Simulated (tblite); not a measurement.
Parent: `[CH3:1]/[C:2]([C:3]#[N:4])=[N:5]/[SiH2:6][CH:7]=[O:8]` with C2–N5–Si6–C7 -123°, N5–Si6–C7–O8 155°, C4H6N2OSi.

The geometries are computed with GFN2-xTB (gas phase). One conformer each, not checked by frequencies here.

| coordinate of the parent | value |
| --- | --- |
| C1–C2 | 1.495 Å |
| C2–C3 | 1.432 Å |
| C3≡N4 | 1.146 Å |
| C2=N5 | 1.262 Å |
| N5–Si6 | 1.708 Å |
| Si6–C7 | 1.923 Å |
| C7=O8 | 1.202 Å |
| C1–C2–C3 | 115.3° |
| C1–C2–N5 | 122.0° |
| C3–C2–N5 | 122.7° |
| C2–C3–N4 | 178.5° |
| C2–N5–Si6 | 138.1° |
| N5–Si6–C7 | 100.9° |
| Si6–C7–O8 | 122.8° |

How does the shared frame change in `[CH3:1]/[C:2]([C:3]#[N:4])=[N:5]/[Si@@H:6]([OH:7])[CH:8]=[O:9]` with C2–N5–Si6–O7 163°, N5–Si6–O7–H -57°, N5–Si6–C8–O9 63°, C4H6N2O2Si? Atoms pair as C1 = C1, C2 = C2, C3 = C3, N4 = N4, N5 = N5, Si6 = Si6, C7 = C8, O8 = O9 (parent first).

```tsv
parent	relative	value in the relative	change
C1–C2	C1–C2	1.495 Å	0.000
C2–C3	C2–C3	1.431 Å	-0.001
C3≡N4	C3≡N4	1.146 Å	0.000
C2=N5	C2=N5	1.264 Å	+0.002
N5–Si6	N5–Si6	1.713 Å	+0.005
Si6–C7	Si6–C8	1.919 Å	-0.004
C7=O8	C8=O9	1.201 Å	-0.001
C1–C2–C3	C1–C2–C3	115.3°	0.0
C1–C2–N5	C1–C2–N5	121.7°	-0.3
C3–C2–N5	C3–C2–N5	123.0°	+0.3
C2–C3–N4	C2–C3–N4	178.2°	-0.3
C2–N5–Si6	C2–N5–Si6	135.6°	-2.5
N5–Si6–C7	N5–Si6–C8	103.2°	+2.3
Si6–C7–O8	Si6–C8–O9	124.5°	+1.7
```

Of the parent's bonds, N5–Si6 and Si6–C7 change most and about equally (-0.004 to +0.005 Å). Bonds of the relative outside the shared frame: Si6–O7 1.620 Å. Point group C1 → C1.

How does the shared frame change in `[N:1]#[C:2]/[CH:3]=[N:4]/[SiH2:5][CH:6]=[O:7]` with C3–N4–Si5–C6 -120°, N4–Si5–C6–O7 149°, C3H4N2OSi? Atoms pair as C2 = C3, C3 = C2, N4 = N1, N5 = N4, Si6 = Si5, C7 = C6, O8 = O7 (parent first).

| parent | relative | value in the relative | change |
| --- | --- | --- | --- |
| C2–C3 | C3–C2 | 1.421 Å | -0.011 |
| C3≡N4 | C2≡N1 | 1.146 Å | 0.000 |
| C2=N5 | C3=N4 | 1.258 Å | -0.004 |
| N5–Si6 | N4–Si5 | 1.707 Å | -0.001 |
| Si6–C7 | Si5–C6 | 1.926 Å | +0.003 |
| C7=O8 | C6=O7 | 1.200 Å | -0.002 |
| C3–C2–N5 | C2–C3–N4 | 121.1° | -1.6 |
| C2–C3–N4 | C3–C2–N1 | 178.6° | +0.1 |
| C2–N5–Si6 | C3–N4–Si5 | 137.5° | -0.6 |
| N5–Si6–C7 | N4–Si5–C6 | 100.7° | -0.2 |
| Si6–C7–O8 | Si5–C6–O7 | 122.5° | -0.3 |

Of the parent's bonds, C2–C3 changes most (-0.011 Å). Point group C1 → C1.

How does the shared frame change in `[CH2:1]=[CH:2][Si@H:3]([CH:4]=[O:5])/[N:6]=[C:7](/[CH3:8])[C:9]#[N:10]` with C1–C2–Si3–C4 -98°, C2–Si3–C4–O5 102°, C2–Si3–N6–C7 -127°, C6H8N2OSi? Atoms pair as C1 = C8, C2 = C7, C3 = C9, N4 = N10, N5 = N6, Si6 = Si3, C7 = C4, O8 = O5 (parent first).

```tsv
parent	relative	value in the relative	change
C1–C2	C8–C7	1.496 Å	+0.001
C2–C3	C7–C9	1.430 Å	-0.002
C3≡N4	C9≡N10	1.147 Å	+0.001
C2=N5	C7=N6	1.263 Å	+0.001
N5–Si6	N6–Si3	1.711 Å	+0.003
Si6–C7	Si3–C4	1.927 Å	+0.004
C7=O8	C4=O5	1.202 Å	0.000
C1–C2–C3	C8–C7–C9	115.3°	0.0
C1–C2–N5	C8–C7–N6	121.9°	-0.1
C3–C2–N5	C9–C7–N6	122.8°	+0.1
C2–C3–N4	C7–C9–N10	178.7°	+0.2
C2–N5–Si6	C7–N6–Si3	137.8°	-0.3
N5–Si6–C7	N6–Si3–C4	100.7°	-0.2
Si6–C7–O8	Si3–C4–O5	123.0°	+0.2
```

Of the parent's bonds, N5–Si6 and Si6–C7 change most and about equally (+0.003 to +0.004 Å). Bonds of the relative outside the shared frame: C1=C2 1.323, C2–Si3 1.885 Å. Point group C1 → C1.

How does the shared frame change in `[CH3:1]/[C:2]([CH2:3][C:4]#[N:5])=[N:6]\[SiH2:7][CH:8]=[O:9]` with C1–C2–C3–C4 59°, C2–N6–Si7–C8 75°, N6–Si7–C8–O9 -28°, C5H8N2OSi? Atoms pair as C1 = C1, C2 = C2, C3 = C3, N5 = N6, Si6 = Si7, C7 = C8, O8 = O9 (parent first).

| parent | relative | value in the relative | change |
| --- | --- | --- | --- |
| C1–C2 | C1–C2 | 1.493 Å | -0.002 |
| C2–C3 | C2–C3 | 1.518 Å | +0.086 |
| C2=N5 | C2=N6 | 1.255 Å | -0.007 |
| N5–Si6 | N6–Si7 | 1.704 Å | -0.004 |
| Si6–C7 | Si7–C8 | 1.924 Å | +0.001 |
| C7=O8 | C8=O9 | 1.205 Å | +0.003 |
| C1–C2–C3 | C1–C2–C3 | 115.5° | +0.2 |
| C1–C2–N5 | C1–C2–N6 | 126.7° | +4.7 |
| C3–C2–N5 | C3–C2–N6 | 117.8° | -4.9 |
| C2–N5–Si6 | C2–N6–Si7 | 137.3° | -0.8 |
| N5–Si6–C7 | N6–Si7–C8 | 102.8° | +1.9 |
| Si6–C7–O8 | Si7–C8–O9 | 123.5° | +0.7 |

Of the parent's bonds, C2–C3 changes most (+0.086 Å). Bonds of the relative outside the shared frame: C3–C4 1.439, C4≡N5 1.143 Å. Point group C1 → C1.

How does the shared frame change in `[CH3:1][CH2:2]/[C:3]([C:4]#[N:5])=[N:6]\[SiH2:7][CH:8]=[O:9]` with C1–C2–C3–C4 -67°, C3–N6–Si7–C8 -118°, N6–Si7–C8–O9 146°, C5H8N2OSi? Atoms pair as C1 = C2, C2 = C3, C3 = C4, N4 = N5, N5 = N6, Si6 = Si7, C7 = C8, O8 = O9 (parent first).

| parent | relative | value in the relative | change |
| --- | --- | --- | --- |
| C1–C2 | C2–C3 | 1.504 Å | +0.009 |
| C2–C3 | C3–C4 | 1.430 Å | -0.002 |
| C3≡N4 | C4≡N5 | 1.146 Å | 0.000 |
| C2=N5 | C3=N6 | 1.261 Å | -0.001 |
| N5–Si6 | N6–Si7 | 1.704 Å | -0.004 |
| Si6–C7 | Si7–C8 | 1.923 Å | 0.000 |
| C7=O8 | C8=O9 | 1.202 Å | 0.000 |
| C1–C2–C3 | C2–C3–C4 | 114.4° | -0.9 |
| C1–C2–N5 | C2–C3–N6 | 127.5° | +5.5 |
| C3–C2–N5 | C4–C3–N6 | 118.1° | -4.6 |
| C2–C3–N4 | C3–C4–N5 | 178.9° | +0.4 |
| C2–N5–Si6 | C3–N6–Si7 | 139.0° | +0.9 |
| N5–Si6–C7 | N6–Si7–C8 | 100.8° | -0.1 |
| Si6–C7–O8 | Si7–C8–O9 | 123.0° | +0.2 |

Of the parent's bonds, C1–C2 changes most (+0.009 Å). Bonds of the relative outside the shared frame: C1–C2 1.530 Å. Point group C1 → C1.
